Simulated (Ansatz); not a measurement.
```xyz
4

F    -0.213    1.542    0.266
Ge    0.402   -0.077    0.271
F    -0.980   -1.044    0.668
H     0.791   -0.422   -1.204
```

The species carries charge 0 and has multiplicity 2.

Question: List the PBE0/def2-TZVPP orbital energies in eV (Ansatz 0.2.0). (An estimate is asked.)

Answer: Computed: α occupied: -10861.80, -1359.92, -1209.77, -1209.74, -1209.73, -673.74, -673.74, -172.76, -122.60, -122.55, -122.48, -35.89, -35.63, -35.37, -35.33, -35.30, -32.67, -32.01, -16.36, -13.32, -12.99, -12.51, -11.88, -11.54, -11.28, -7.55. α empty: -0.18, 0.25, 1.31, 4.63, 5.65, 5.80, 6.75, 6.99. β occupied: -10861.77, -1359.90, -1209.73, -1209.72, -1209.71, -673.66, -673.66, -172.69, -122.52, -122.47, -122.44, -35.82, -35.54, -35.26, -35.25, -35.23, -32.49, -31.84, -15.86, -13.06, -12.68, -12.18, -11.61, -11.48, -10.85. β empty: -3.87, 0.32, 0.68, 1.98, 5.05, 6.32, 6.39, 7.21. ⟨S²⟩ = 0.753.
